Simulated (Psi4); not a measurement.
C2H7AlO (SMILES C[O][AlH][CH3]), singlet, at a GFN2-xTB geometry (such geometries of metal compounds can be far from the true shape); PBE/6-31G, TDDFT (Psi4 1.11).

Input for Psi4:
```
memory 2 GB

molecule {
0 1
  Al   -0.53748479    0.52075511    0.38048217
  H    -2.04843547    0.62096638    0.61684977
  C     0.76229451    1.87122339    1.05754551
  H     1.50132733    1.42987648    1.73444266
  H     0.26698511    2.67616515    1.60496194
  H     1.33383069    2.33713243    0.24794451
  O    -0.11447699   -0.81668123   -0.48702466
  C     0.22282289   -1.95706598   -1.22305035
  H     0.13571699   -1.75032417   -2.29249842
  H     1.25061002   -2.25497834   -1.00273802
  H    -0.44762106   -2.78014898   -0.96600421
symmetry c1
}

set basis 6-31g
set puream true
set save_jk true
set tdscf_states [5]
set tdscf_tda false
set d_convergence 1e-8

energy('td-pbe')
print_variables()
```

Problem. Predict the main parts of the log of this Psi4 run.

Solution. 
```
   => Loading Basis Set <=

    Name: 6-31G
    Role: ORBITAL
    Keyword: BASIS

         ---------------------------------------------------------
                                   SCF
               by Justin Turney, Rob Parrish, Andy Simmonett
                          and Daniel G. A. Smith
                              RKS Reference
         ---------------------------------------------------------

  ==> Geometry <==

    Molecular point group: c1
    Full point group: C1

    Geometry (in Angstrom), charge = 0, multiplicity = 1:

       Center              X                  Y                   Z               Mass
    ------------   -----------------  -----------------  -----------------  -----------------
         AL          -0.503663885013     0.517529631440     0.374639631907    26.981538530000
         H           -2.014614565013     0.617740901440     0.611007231907     1.007825032230
         C            0.796115414987     1.867997911440     1.051702971907    12.000000000000
         H            1.535148234987     1.426651001440     1.728600121907     1.007825032230
         H            0.300806014987     2.672939671440     1.599119401907     1.007825032230
         H            1.367651594987     2.333906951440     0.242101971907     1.007825032230
         O           -0.080656085013    -0.819906708560    -0.492867198093    15.994914619570
         C            0.256643794987    -1.960291458560    -1.228892888093    12.000000000000
         H            0.169537894987    -1.753549648560    -2.298340958093     1.007825032230
         H            1.284430924987    -2.258203818560    -1.008580558093     1.007825032230
         H           -0.413800155013    -2.783374458560    -0.971846748093     1.007825032230

  Running in c1 symmetry.

  Rotational constants: A =      0.59141  B =      0.08881  C =      0.07950 [cm^-1]
  Rotational constants: A =  17730.03030  B =   2662.53402  C =   2383.35411 [MHz]
  Nuclear repulsion =  153.941917681476269

  Charge       = 0
  Multiplicity = 1
  Electrons    = 40
  Nalpha       = 20
  Nbeta        = 20

  ==> Algorithm <==

  SCF Algorithm Type is DF.
  DIIS enabled.
  MOM disabled.
  Fractional occupation disabled.
  Guess Type is SAD.
  Energy threshold   = 1.00e-06
  Density threshold  = 1.00e-08
  Integral threshold = 1.00e-12

  ==> Primary Basis <==

  Basis Set: 6-31G
    Blend: 6-31G
    Number of shells: 36
    Number of basis functions: 54
    Number of Cartesian functions: 54
    Spherical Harmonics?: true
    Max angular momentum: 1

  ==> DFT Potential <==

   => LibXC <=

    Version 7.1.2
    S. Lehtola, C. Steigemann, M. J. T. Oliveira, and M. A. L. Marques,  SoftwareX 7, 1–5 (2018) (10.1016/j.softx.2017.11.002)

   => Composite Functional: PBE <=

    PBE GGA Exchange-Correlation Functional

    J.P. Perdew et. al., Phys. Rev. Lett., 77(18), 3865-3868, 1996

    Deriv               =              1
    GGA                 =           TRUE
    Meta                =          FALSE

    Exchange Hybrid     =          FALSE
    MP2 Hybrid          =          FALSE

   => Exchange Functionals <=

    1.0000     XC_GGA_X_PBE

   => Correlation Functionals <=

    1.0000     XC_GGA_C_PBE

   => LibXC Density Thresholds  <==

    XC_GGA_C_PBE:  1.00E-12
    XC_GGA_X_PBE:  1.00E-15

   => Molecular Quadrature <=

    Radial Scheme          =       TREUTLER
    Pruning Scheme         =           NONE
    Nuclear Scheme         =       TREUTLER

    Blocking Scheme        =         OCTREE
    BS radius alpha        =              1
    Pruning alpha          =              1
    Radial Points          =             75
    Spherical Points       =            302
    Total Points           =         238539
    Total Blocks           =           1833
    Max Points             =            256
    Max Functions          =             53
    Weights Tolerance      =       1.00E-15

   => Loading Basis Set <=

    Name: (6-31G AUX)
    Role: JKFIT
    Keyword: DF_BASIS_SCF

  ==> Integral Setup <==

  SCF_SUBTYPE=INCORE selected. In-core MEM_DF algorithm will be used.
  Using in-core AOs.

  ==> MemDFJK: Density-Fitted J/K Matrices <==

    J tasked:                   Yes
    K tasked:                    No
    wK tasked:                   No
    Algorithm:                 Core
    Schwarz Cutoff:           1E-12
    Mask sparsity (%):       2.5377
    Fitting Condition:        1E-10

   => Auxiliary Basis Set <=

  Basis Set: (6-31G AUX)
    Blend: CC-PVDZ-JKFIT
    Number of shells: 171
    Number of basis functions: 483
    Number of Cartesian functions: 548
    Spherical Harmonics?: true
    Max angular momentum: 3

  Minimum eigenvalue in the overlap matrix is 1.5005290920E-02.
  Reciprocal condition number of the overlap matrix is 3.1786134384E-03.
    Using symmetric orthogonalization.

  ==> Pre-Iterations <==

  SCF Guess: Superposition of Atomic Densities via on-the-fly atomic UHF (no occupation information).

   -------------------------
    Irrep   Nso     Nmo
   -------------------------
     A         54      54
   -------------------------
    Total      54      54
   -------------------------

  ==> Iterations <==

                           Total Energy        Delta E     RMS |[F,P]|

   @DF-RKS iter SAD:  -396.97665408374678   -3.96977e+02   0.00000e+00
   @DF-RKS iter   1:  -397.12366290076216   -1.47009e-01   1.99397e-02 DIIS/ADIIS
   @DF-RKS iter   2:  -394.70540526406307    2.41826e+00   4.20465e-02 DIIS/ADIIS
   @DF-RKS iter   3:  -397.53378121014424   -2.82838e+00   9.74844e-03 DIIS/ADIIS
   @DF-RKS iter   4:  -397.65770715618811   -1.23926e-01   4.86247e-03 DIIS/ADIIS
   @DF-RKS iter   5:  -397.69011654103565   -3.24094e-02   5.46755e-04 DIIS/ADIIS
   @DF-RKS iter   6:  -397.69075387995042   -6.37339e-04   2.29451e-04 DIIS/ADIIS
   @DF-RKS iter   7:  -397.69083968285986   -8.58029e-05   7.43570e-05 DIIS
   @DF-RKS iter   8:  -397.69084765036803   -7.96751e-06   7.32059e-06 DIIS
[...]
  @DF-RKS Final Energy:  -397.69084779683362
    Total Energy =                       -397.6908477968336229
[...]

 ------------------------------------------------------------------------------------

******************************************************************************************
**********                               WARNING                                **********
**********       The names of excited state variables changed between 1.5       **********
**********     and 1.6. For a quick solution, remove the symmetry specifier     **********
**********   from the variable name. For full details, see 'Notes on Psivars'   **********
**********                        in the documentation.                         **********
******************************************************************************************

         ---------------------------------------------------------
                         TDSCF excitation energies
                 by Andrew M. James and Daniel G. A. Smith
         ---------------------------------------------------------

  ==> Options <==

     Residual threshold  : 1.0000e-06
     Initial guess       : denominators
     Reference           : RHF
     Solver type         : RPA (Hamiltonian)

  ==> Requested Excitations <==

      5 singlet states with A symmetry

  ==> Seeking the lowest 5 singlet states with A symmetry

                        Generalized Hamiltonian Solver
                              By Andrew M. James

  ==> Options <==

    Max number of iterations        = 60
    Eigenvector tolerance           = 1.0000e-06
    Max number of expansion vectors = 1500

  => Iterations <=
                              Max[D[value]]     Max[|R|]   # vectors
  HamiltonianSolver iter   1:   2.47857e-01  1.61905e-01     20
  HamiltonianSolver iter   2:   1.24848e-02  5.48508e-02     25
  HamiltonianSolver iter   3:   6.92327e-04  1.57660e-02     35
  HamiltonianSolver iter   4:   4.92231e-05  4.75224e-03     45
  HamiltonianSolver iter   5:   2.53801e-06  2.12969e-03     55
  HamiltonianSolver iter   6:   2.33266e-07  9.60297e-04     65
  HamiltonianSolver iter   7:   3.61099e-08  3.53019e-04     75
  HamiltonianSolver iter   8:   4.53680e-09  1.12066e-04     85
  HamiltonianSolver iter   9:   4.69091e-10  4.04903e-05     93
  HamiltonianSolver iter  10:   7.27715e-11  1.18462e-05    101
  HamiltonianSolver iter  11:   7.02496e-12  3.32609e-06    109
  HamiltonianSolver iter  12:   6.29163e-13  9.11857e-07    115      Converged

******************************************************************************************
**********                               WARNING                                **********
**********  Length-gauge rotatory strengths are **NOT** gauge-origin invariant  **********
******************************************************************************************

                                    Excitation Energy         Total Energy        Oscillator Strength             Rotatory Strength
     #   Sym: GS->ES (Trans)        au              eV              au          au (length)    au (velocity)    au (length)    au (velocity)
    ---- -------------------- --------------- --------------- --------------- --------------- --------------- --------------- ---------------
     1        A->A (1 A)       0.17091         4.65062        -397.51994       0.0013          0.0005         -0.0020          0.0001
     2        A->A (1 A)       0.21950         5.97293        -397.47135       0.0726          0.0431          0.0189          0.0192
     3        A->A (1 A)       0.22198         6.04048        -397.46886       0.0007          0.0018         -0.0088         -0.0089
     4        A->A (1 A)       0.22884         6.22708        -397.46201       0.1091          0.0984         -0.0054         -0.0095
     5        A->A (1 A)       0.24707         6.72322        -397.44377       0.0153          0.0179         -0.0047         -0.0056

Contributing excitations and de-excitations
Only contributions with abs(coeff) > 1.00e-01 will be printed:

Excited State    1 (1 A):   0.17091 au   266.60 nm f = 0.0013
  Sums of squares: Xssq =  1.000137e+00; Yssq =  1.372705e-04; Xssq - Yssq =  1.000000e+00
     20a  ->  21a     0.999751 (99.950%)

Excited State    2 (1 A):   0.21950 au   207.58 nm f = 0.0726
  Sums of squares: Xssq =  1.004407e+00; Yssq =  4.406744e-03; Xssq - Yssq =  1.000000e+00
     19a  ->  21a     0.826487 (68.308%)
     20a  ->  22a    -0.528785 (27.961%)

Excited State    3 (1 A):   0.22198 au   205.26 nm f = 0.0007
  Sums of squares: Xssq =  1.000284e+00; Yssq =  2.837416e-04; Xssq - Yssq =  1.000000e+00
     18a  ->  21a    -0.998226 (99.646%)

Excited State    4 (1 A):   0.22884 au   199.10 nm f = 0.1091
  Sums of squares: Xssq =  1.004423e+00; Yssq =  4.422818e-03; Xssq - Yssq =  1.000000e+00
     19a  ->  21a     0.507117 (25.717%)
     20a  ->  22a     0.814476 (66.337%)
     20a  ->  23a     0.219460 ( 4.816%)

Excited State    5 (1 A):   0.24707 au   184.41 nm f = 0.0153
  Sums of squares: Xssq =  1.000366e+00; Yssq =  3.663176e-04; Xssq - Yssq =  1.000000e+00
     17a  ->  21a    -0.122604 ( 1.503%)
     19a  ->  22a     0.987862 (97.587%)

******************************************************************************************
**********                               WARNING                                **********
**********       The names of excited state variables changed between 1.5       **********
**********     and 1.6. For a quick solution, remove the symmetry specifier     **********
**********   from the variable name. For full details, see 'Notes on Psivars'   **********
**********                        in the documentation.                         **********
******************************************************************************************

  Variable Map:
  ----------------------------------------------------------------------------
[...]
  Array Variable Map:
  ----------------------------------------------------------------------------
[...]
[...]
```
